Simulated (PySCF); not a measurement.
Species: CH7F3NPSi2.
Atom-mapped SMILES: `[F:1][C:2]([F:3])([F:4])[Si@H:5]([PH2:6])[NH:7][SiH3:8]` (hydrogens: H9 on Si5; H10, H11 on P6; H12 on N7; H13, H14, H15 on Si8)

Cartesian coordinates in Å at the PBE0-D3(BJ)/def2-SVP level; atoms count from 1:
```
atom  x, y, z in Å
F1    -2.571   -0.507    1.603
C2    -1.620   -0.875    0.728
F3    -2.247   -1.269   -0.393
F4    -1.008   -1.956    1.241
Si5   -0.348    0.547    0.398
P6    -1.498    2.152   -0.692
N7     0.946   -0.012   -0.599
Si8    2.362   -0.911   -0.098
H9     0.181    0.905    1.744
H10   -0.760    3.212   -0.082
H11   -2.532    2.169    0.293
H12    0.775    0.038   -1.601
H13    3.593   -0.336   -0.721
H14    2.286   -2.355   -0.476
H15    2.439   -0.790    1.386
```

Computed with core-valence-separated Tamm–Dancoff BHandHLYP/aug-pcX-1 (pcseg-1 on H, def2-SVPD on Si, def2-SVPD on P) in PySCF, non-relativistic, gas phase, PBE0-D3(BJ)/def2-SVP geometry. No empirical shift is added; at this level the pattern usually sits a few eV under experiment.

The lowest roots of each edge with f over 0.003 (five at most, numbered afresh; weaker and dark ones are left out), with transition dipoles (au) in the frame of the coordinates:

| root | edge | E (eV) | f | μx | μy | μz |
| --- | --- | --- | --- | --- | --- | --- |
| 1 | C | 290.77 | 0.0678 | -0.0798 | 0.0560 | -0.0057 |
| 2 | C | 290.83 | 0.0709 | -0.0058 | -0.0170 | -0.0981 |
| 3 | C | 292.06 | 0.0584 | 0.0465 | 0.0751 | -0.0189 |
| 4 | C | 292.75 | 0.0105 | -0.0129 | 0.0335 | 0.0131 |
| 5 | C | 293.29 | 0.0081 | 0.0205 | -0.0226 | -0.0138 |
| 6 | N | 399.07 | 0.0053 | -0.0037 | -0.0056 | -0.0224 |
| 7 | N | 400.18 | 0.0194 | -0.0099 | -0.0247 | -0.0356 |
| 8 | N | 400.38 | 0.0270 | -0.0007 | 0.0409 | -0.0329 |
| 9 | N | 400.78 | 0.0108 | 0.0262 | -0.0102 | -0.0177 |
| 10 | N | 400.87 | 0.0212 | -0.0435 | 0.0121 | 0.0112 |
| 11 | F | 686.55 | 0.0232 | 0.0051 | -0.0340 | 0.0140 |
| 12 | F | 686.67 | 0.0208 | -0.0215 | -0.0180 | -0.0212 |
| 13 | F | 686.74 | 0.0230 | -0.0299 | -0.0016 | 0.0217 |
| 14 | F | 687.61 | 0.0058 | -0.0058 | 0.0144 | 0.0100 |
| 15 | F | 687.68 | 0.0040 | -0.0144 | -0.0004 | 0.0055 |

**Question.** Molecules are fixed in this frame and the field points along x. What effective strengths 3 f cos²θ do the roots have (θ between field and μ)?

**Answer.** root 1 (C2): 0.136, root 2 (C2): 0.001, root 3 (C2): 0.046, root 4 (C2): 0.004, root 5 (C2): 0.009, root 6 (N7): 0.000, root 7 (N7): 0.003, root 8 (N7): 0.000, root 9 (N7): 0.020, root 10 (N7): 0.056, root 11 (F4): 0.001, root 12 (F3): 0.023, root 13 (F1): 0.045, root 14 (F3): 0.002, root 15 (F1/F4): 0.010. Root 1 is the strongest. Averaged over all orientations cos²θ is 1/3, which gives f back.

One conformer stands for the species.
